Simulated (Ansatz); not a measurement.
CH5GeO can be A, `C[O][GeH2]`•, or B, `[CH2][GeH2][OH]`•.

Isolated molecules relaxed with PBE0-D4/def2-TZVP in Ansatz; ΔE leaves out vibrations. CCSD(T)/CBS adds triple-zeta CCSD(T) − MP2 to the extrapolated MP2 energy (def2 sets, frozen cores). Functionals use def2-TZVPP. B3LYP here is the variant with VWN-RPA as its local correlation; programs differ in this. No spin–orbit coupling; open shells (•) take unrestricted orbitals. For Ge outer-core shells are correlated without core-valence functions, which leaves a few kJ/mol of doubt a bond. Scalar relativity is left out up to krypton. Each species was taken in one conformer, which may not be the lowest.

Problem. Which isomer does CCSD(T)/CBS put lower? Give the gap. (Best estimate.)

Solution. Computed: B, by 2.6 kcal/mol.

Problem. Give E(B) − E(A) in kcal/mol with ωB97M-V, HF/def2-TZVPP, PBE-D4, B3LYP-D4, r2SCAN-D4, CCSD(T)/def2-TZVPP, CCSD(T)/def2-SVP. (An estimate is asked.)

Solution. Ansatz gave: ωB97M-V 1.2, HF/def2-TZVPP -6.5, PBE-D4 3.8, B3LYP-D4 2.0, r2SCAN-D4 -1.1, CCSD(T)/def2-TZVPP -2.1, CCSD(T)/def2-SVP 3.1. The order is the other way round with ωB97M-V, PBE-D4, B3LYP-D4, CCSD(T)/def2-SVP.

Problem. Does the order hold for the free energy at 298.15 K (harmonic terms from PBE0-D4)? (An estimate is asked.)

Solution. The calculation gave: Yes: G(B) − G(A) = -5.8 kcal/mol, for one conformer each. Modes under 60 cm⁻¹, often nearly free rotors, make the harmonic entropy too high.

Largest T1 diagnostic: 0.015.

At CCSD(T), def2-SVP lies +5.7 kcal/mol from the extrapolated value and def2-TZVPP +0.5 kcal/mol. In def2-TZVPP, CCSD(T) changes the Hartree–Fock value by +4.4 kcal/mol (the triples alone add +1.0 kcal/mol) and MP2 by +4.9 kcal/mol.
